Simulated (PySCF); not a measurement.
PySCF input file for C₂H₆AlClO, SMILES CC[O][AlH][Cl], C-PCM-ωB97X/def2-SVP. Coordinates come from a ωB97X-D3(BJ)/def2-SVP optimisation. The structure was generated by enumeration; whether it is a known compound was not checked. The values are those of a single conformer.

```python
import numpy as np
from pyscf import gto, scf, dft
from pyscf.solvent import pcm

mol = gto.M(
    atom='''
    Al   -1.03611399    0.67256663    0.15605518
    H    -2.50218781    1.20691691    0.25781134
    Cl    0.41095742    1.67889462   -0.99114857
    O    -0.58859191   -0.72982026    0.98045307
    C     0.55164240   -1.54609253    1.09397090
    C     0.92834571   -2.17816526   -0.23844041
    H     1.40447072   -0.95812091    1.48250849
    H     0.33721998   -2.33211599    1.83894716
    H     1.18798787   -1.40125978   -0.97614814
    H     1.79742684   -2.84593231   -0.12563178
    H     0.08709459   -2.76995373   -0.63348610
    ''',
    basis='def2-SVP',
    charge=0,
    spin=0,
    max_memory=1600,
    verbose=3,
)
mf = dft.RKS(mol, xc='wb97x').density_fit(auxbasis='def2-universal-jkfit')
mf.grids.level = 3
mf.conv_tol = 1e-9
mf.max_cycle = 100
mf.kernel()
res = {}
for name, eps in {'water': 78.355, 'chlorobenzene': 5.6968, '2-propanol': 19.264}.items():
    s = mf.PCM()
    s.with_solvent.method, s.with_solvent.eps, s.with_solvent.lebedev_order = 'C-PCM', eps, 29
    s.kernel(mf.make_rdm1())
    res[name] = (s.e_tot, eps, s.dip_moment(), s.mo_energy, s.converged)
    print(f'{name}: electrostatic solvation free energy {(s.e_tot - mf.e_tot) * 627.509474:.3f} kcal/mol')
```

Log of the run:

```
converged SCF energy = -857.408916687317

WARN: PCM is an experimental feature. It is still in testing.
Features and APIs may be changed in the future.

converged SCF energy = -857.417309619603
Dipole moment(X, Y, Z, Debye):  0.12480, -1.14810,  0.56676
water: electrostatic solvation free energy -5.267 kcal/mol

WARN: PCM is an experimental feature. It is still in testing.
Features and APIs may be changed in the future.

converged SCF energy = -857.415822190139
Dipole moment(X, Y, Z, Debye):  0.13051, -1.12489,  0.54986
chlorobenzene: electrostatic solvation free energy -4.333 kcal/mol

WARN: PCM is an experimental feature. It is still in testing.
Features and APIs may be changed in the future.

converged SCF energy = -857.416947759611
Dipole moment(X, Y, Z, Debye):  0.12616, -1.14246,  0.56263
2-propanol: electrostatic solvation free energy -5.040 kcal/mol
```

The calculation finished and met its thresholds.

Cost: around 80 core-seconds (rough).
